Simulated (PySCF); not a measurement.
Be(OH)(SiMe3), SMILES C[Si](C)(C)[Be][OH], GFN2-xTB optimised geometry.

```
16

Be    -1.13     0.44     0.00
O     -1.72     1.68     0.00
H     -2.13     2.53     0.00
Si    -0.21    -1.52     0.00
C     -0.66    -2.62     1.51
C      1.71    -1.52     0.00
C     -0.66    -2.62    -1.51
H     -0.18    -3.60     1.47
H     -0.35    -2.15     2.44
H     -1.73    -2.79     1.56
H      2.10    -1.01     0.87
H      2.10    -1.01    -0.87
H      2.13    -2.53     0.00
H     -0.36    -2.15    -2.44
H     -1.73    -2.79    -1.57
H     -0.18    -3.60    -1.47
```

Density from PySCF with CAM-B3LYP/def2-TZVP at that geometry.

Minimum of the electron density along straight lines between bonded atoms, close to the bond critical point (lines longer than 1.1 times the sum of covalent radii, or with two minima, are not listed):

| bond | length / Å | ρ at the minimum / e bohr⁻³ | ∇²ρ there / e bohr⁻⁵ | position (fraction from the first atom) |
|---|---|---|---|---|
| Be1–O2 | 1.372 | … | 1.38 | 0.36 |
| O2–H3 | 0.942 | 0.367 | … | 0.82 |
| Be1–Si4 | 2.165 | … | -0.02 | 0.30 |
| Si4–C5 | 1.921 | 0.113 | 0.13 | 0.39 |
| Si4–C6 | 1.921 | 0.113 | 0.13 | 0.39 |
| Si4–C7 | 1.921 | 0.113 | 0.13 | 0.39 |
| C5–H8 | 1.087 | 0.275 | -0.92 | 0.64 |
| C5–H9 | 1.086 | 0.275 | -0.92 | 0.64 |
| C5–H10 | 1.086 | 0.275 | -0.92 | 0.64 |
| C6–H11 | 1.086 | 0.275 | -0.92 | 0.64 |
| C6–H12 | 1.086 | 0.275 | -0.92 | 0.64 |
| C6–H13 | 1.087 | 0.275 | -0.92 | 0.64 |
| C7–H14 | 1.086 | 0.275 | -0.92 | 0.64 |
| C7–H15 | 1.086 | 0.275 | -0.92 | 0.64 |
| C7–H16 | 1.087 | 0.275 | -0.92 | 0.64 |

Q: Fill in the missing entries.

A: 
- Be1–O2, ρ at the minimum / e bohr⁻³: 0.141
- O2–H3, ∇²ρ there / e bohr⁻⁵: -2.65
- Be1–Si4, ρ at the minimum / e bohr⁻³: 0.076
